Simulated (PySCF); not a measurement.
**Ru (ruthenium, neutral) across methods**

[Kr] 4d7 5p1, one real determinant (an excited configuration). Calculation: PySCF 2.14, in aug-cc-pVTZ-DK; the spin-free X2C one-electron Hamiltonian (Gaussian nucleus).

```
 method  E (hartree)  mean ε 4d α (eV)  mean ε 4d β (eV)  mean ε 5p α (eV)  Σ⟨r²⟩ (bohr²)   ⟨S²⟩
   PBE0     -4529.75            -9.020            -7.254            -2.531          65.13  6.007
    UHF  -4527.74700           -13.326           -11.021            -3.400          70.12  6.013
    PBE     -4529.69            -7.414            -5.792            -2.108          64.73  6.007
r2SCANh     -4530.06            -8.312            -6.516            -2.336          64.08  6.028
    LDA     -4525.01            -7.539            -5.858            -2.171          63.74  6.003
wB97X-V     -4529.79           -11.351            -9.830            -3.687          65.81  6.008
 r2SCAN     -4530.07            -7.699            -5.952            -2.174          63.89  6.037
```

Task: Estimate the same row for BHandHLYP.

Result: E (hartree) = -4530.06; mean ε 4d α (eV) = -10.498; mean ε 4d β (eV) = -8.762; mean ε 5p α (eV) = -2.763; Σ⟨r²⟩ (bohr²) = 66.56; ⟨S²⟩ = 6.009.

⟨L²⟩ = 13.94 against 20 for a pure G term, so this real determinant mixes terms.
